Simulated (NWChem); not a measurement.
System: BSiNH$_{6}$O$_{2}$; SMILES N[SiH2]B(O)O

Input file for NWChem:

```
start job
memory heap 200 mb stack 900 mb global 1100 mb
geometry units angstroms noautosym nocenter noautoz
  Si    -0.731853     0.923066    -0.106250
  N      0.794870     1.777162     0.200170
  B     -0.049646    -0.987141    -0.005493
  O     -0.798817    -2.113417     0.075639
  O      1.306947    -1.051343    -0.053504
  H     -1.853949     1.312264     0.812244
  H     -1.142560     1.328882    -1.488632
  H      0.911663     2.687507    -0.237012
  H      1.066410     1.860554     1.177672
  H     -0.242934    -2.903781     0.082476
  H      1.650462    -0.138713    -0.110135
end
basis spherical
  Si library def2-svp
  N library def2-svp
  B library def2-svp
  O library def2-svp
  H library def2-svp
end
dft
  xc xpbe96 cpbe96
  iterations 150
end
property
  efieldgrad
end
task dft property
```

NWChem printed, in part:

```
             Northwest Computational Chemistry Package (NWChem) 7.3.0
             --------------------------------------------------------

                             Geometry "geometry" -> ""
                             -------------------------

 Output coordinates in angstroms (scale by  1.889725989 to convert to a.u.)

  No.       Tag          Charge          X              Y              Z
 ---- ---------------- ---------- -------------- -------------- --------------
    1 Si                  14.0000    -0.73185300     0.92306600    -0.10625000
    2 N                    7.0000     0.79487000     1.77716200     0.20017000
    3 B                    5.0000    -0.04964600    -0.98714100    -0.00549300
    4 O                    8.0000    -0.79881700    -2.11341700     0.07563900
    5 O                    8.0000     1.30694700    -1.05134300    -0.05350400
    6 H                    1.0000    -1.85394900     1.31226400     0.81224400
    7 H                    1.0000    -1.14256000     1.32888200    -1.48863200
    8 H                    1.0000     0.91166300     2.68750700    -0.23701200
    9 H                    1.0000     1.06641000     1.86055400     1.17767200
   10 H                    1.0000    -0.24293400    -2.90378100     0.08247600
   11 H                    1.0000     1.65046200    -0.13871300    -0.11013500

 Effective nuclear repulsion energy (a.u.)     219.4151716383

  pbe96 is a nonlocal functional; adding pw91lda local functional.
                              NWChem Property Module
                              ----------------------

  itol2e modified to match energy
  convergence criterion.

                                 NWChem DFT Module
                                 -----------------

 Summary of "ao basis" -> "ao basis" (spherical)
 ------------------------------------------------------------------------------
       Tag                 Description            Shells   Functions and Types
 ---------------- ------------------------------  ------  ---------------------
 Si                         def2-svp                 8       18   4s3p1d
 N                          def2-svp                 6       14   3s2p1d
 B                          def2-svp                 6       14   3s2p1d
 O                          def2-svp                 6       14   3s2p1d
 H                          def2-svp                 3        5   2s1p

  itol2e modified to match energy
  convergence criterion.

[...]

          -----------------------
          Electric field gradient
          -----------------------

 1 a.u. = 0.324123 10**(16) esu/cm**3  ( or statvolts/cm**2 ) = 0.97174 10**(22) v/m**2

 ------------------------------------------------------------
   Atom      X         Y         Z
 ------------------------------------------------------------
    1 Si  -1.38300   1.74434  -0.20078
 ------------------------------------------------------------

 Electric field gradient in molecular frame (a.u.)
         XX             YY             ZZ             XY             XZ             YZ
 ------------------------------------------------------------------------------------------
       -0.225362       0.230700      -0.005337      -0.289868      -0.082810      -0.098961

 Principal components (a.u.) and orientation
 of principal axis w.r.t. absolute frame                      Asymmetry parameter eta
 --------------------------------------------------------------------------------------
       -0.401451       0.379112       0.022339                       0.888707

        0.852860      -0.411968      -0.320799
        0.436037       0.899922       0.003553
        0.287230      -0.142910       0.947141

 ------------------------------------------------------------
   Atom      X         Y         Z
 ------------------------------------------------------------
    2 N    1.50209   3.35835   0.37827
 ------------------------------------------------------------

 Electric field gradient in molecular frame (a.u.)
         XX             YY             ZZ             XY             XZ             YZ
 ------------------------------------------------------------------------------------------
        0.329792      -0.028552      -0.301240      -0.402459      -0.332551       0.336310

 Principal components (a.u.) and orientation
 of principal axis w.r.t. absolute frame                      Asymmetry parameter eta
 --------------------------------------------------------------------------------------
        0.788752      -0.533053      -0.255699                       0.351637

        0.750572       0.102420       0.652803
       -0.531279      -0.493898       0.688337
       -0.392918       0.863466       0.316293

 ------------------------------------------------------------
   Atom      X         Y         Z
 ------------------------------------------------------------
    3 B   -0.09382  -1.86543  -0.01038
 ------------------------------------------------------------

 Electric field gradient in molecular frame (a.u.)
         XX             YY             ZZ             XY             XZ             YZ
 ------------------------------------------------------------------------------------------
        0.107972       0.169709      -0.277681      -0.022546      -0.013208      -0.019981

 Principal components (a.u.) and orientation
 of principal axis w.r.t. absolute frame                      Asymmetry parameter eta
 --------------------------------------------------------------------------------------
       -0.279094       0.177558       0.101535                       0.272392

        0.036761      -0.302382       0.952478
        0.046289       0.952614       0.300639
        0.998251      -0.033037      -0.049016

 ------------------------------------------------------------
   Atom      X         Y         Z
 ------------------------------------------------------------
    4 O   -1.50955  -3.99378   0.14294
 ------------------------------------------------------------

[...]
```

Level: PBE/def2-SVP. Coordinates come from a PBE0/def2-SVP optimisation. NWChem prints the field gradient with the sign opposite to the second derivative of the potential.
